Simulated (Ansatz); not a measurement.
Geometry optimisation, Ansatz, RKS PBE-D4/6-31G*.

Input file:

```yaml
crystal:
  periodic: [false, false, false]
  atoms:
    - { symbol: Si, position_ang: [0.0, 0.0, 0.0] }
    - { symbol: Si, position_ang: [0.0, 0.0, 2.57] }
    - { symbol: H, position_ang: [-1.3148, -0.4067, 3.0574] }
    - { symbol: H, position_ang: [1.0096, -0.9353, 3.0574] }
    - { symbol: H, position_ang: [0.3052, 1.342, 3.0574] }
    - { symbol: H, position_ang: [1.3768, 0.0, -0.4862] }
    - { symbol: "N", position_ang: [-0.8572, 1.4851, -0.6061] }
    - { symbol: H, position_ang: [-1.8773, 1.43, -0.8888] }
    - { symbol: H, position_ang: [-0.3367, 2.4058, -0.6766] }
    - { symbol: Si, position_ang: [-1.0456, -1.8115, -0.7393] }
    - { symbol: H, position_ang: [-1.7029, -2.4846, 0.3772] }
    - { symbol: H, position_ang: [-2.0454, -1.4265, -1.7311] }
    - { symbol: H, position_ang: [-0.0777, -2.7173, -1.3511] }
    - { symbol: O, position_ang: [0.7368, -1.7285, 0.6243] }
    - { symbol: Si, position_ang: [-0.0036, -3.2224, 0.418] }
    - { symbol: H, position_ang: [0.9147, -4.1318, -0.2613] }
    - { symbol: H, position_ang: [-0.3585, -3.7747, 1.7221] }
    - { symbol: H, position_ang: [-1.2113, -3.0609, -0.3863] }
    - { symbol: H, position_ang: [0.5442, -1.2768, 1.7744] }
basis:
  gaussian: { orbitals: "6-31G*" }
hamiltonian:
  xc: pbe
  dispersion: d4
relax:
  f_tol: 0.15
  max_steps: 25
  restrain:
    - { distance: [0, 13], at: 1.68, k: 30.0 }
    - { distance: [18, 1], at: 1.46, k: 30.0 }
    - { distance: [0, 1], at: 3.42, k: 30.0 }
    - { distance: [18, 13], at: 2.21, k: 30.0 }
```

Run as:

```bash
$ ansatz run input.yaml --threads 4 --pin off --max-ram 5120MiB --backend cpu --events-out ev --progress --plain --runs-dir out
```

**Question.** Where does it end, and by what steps?

**Answer.** It converged. The restraints hold the end off the free minimum; the threshold counts their pulls, which the force column leaves out. Restrained pairs: Si1–O14 (1.98 → 1.67 Å), Si2–H19 (1.60 → 1.47 Å), Si1–Si2 (2.57 → 3.44 Å), O14–H19 (1.25 → 2.22 Å). After 20 steps the energy has fallen by 12.741 eV (the restraints' own energy left out); H11 moved furthest, 1.98 Å. The start is strongly strained (largest force component 11 eV/Å), so its close contacts needn't be bonds.

| step | energy less start (eV) | largest force component (eV/Å) | accepted |
| --- | --- | --- | --- |
| 0 | 0.0000 | 11.252 | yes |
| 1 | -1.6178 | 7.497 | yes |
| 2 | -2.6623 | 5.179 | yes |
| 3 | -5.1230 | 2.840 | yes |
| 4 | -7.0529 | 2.190 | yes |
| 5 | -8.4962 | 1.853 | yes |
| 6 | -9.7387 | 1.551 | yes |
| 7 | -10.4942 | 1.561 | yes |
| 8 | -11.0664 | 1.362 | yes |
| 9 | -11.4390 | 1.403 | yes |
| 10 | -11.7405 | 1.391 | yes |
| 11 | -12.0113 | 1.445 | yes |
| 12 | -12.2106 | 1.395 | yes |
| 13 | -12.4463 | 1.075 | yes |
| 14 | -12.6130 | 1.013 | yes |
| 15 | -12.6829 | 0.898 | yes |
| 16 | -12.7235 | 0.866 | yes |
| 17 | -12.7364 | 0.855 | yes |
| 18 | -12.7228 | 0.804 | no |
| 19 | -12.7335 | 0.787 | no |
| 20 | -12.7406 | 0.846 | yes |

```xyz
19
Properties=species:S:1:pos:R:3
Si -0.028 -0.582 -0.556
Si 0.353 0.065 2.803
H -0.925 -0.706 2.678
H 0.879 -0.278 4.181
H 0.114 1.546 2.838
H 1.100 0.051 -1.309
N -0.732 0.734 0.335
H -1.716 0.770 0.596
H -0.313 1.662 0.288
Si -1.721 -1.489 -1.922
H -2.904 -1.882 -1.078
H -2.198 -0.449 -2.898
H -1.283 -2.699 -2.697
O 0.657 -1.815 0.349
Si 0.400 -3.369 0.893
H 1.586 -4.214 0.535
H 0.234 -3.353 2.383
H -0.833 -3.963 0.271
H 1.389 -0.343 1.843
```

Run time: 120 s on 4 threads of Intel(R) Xeon(R) Processor @ 2.50GHz (Skylake/Cascade Lake) (shared host), peak memory 0.24 GiB.
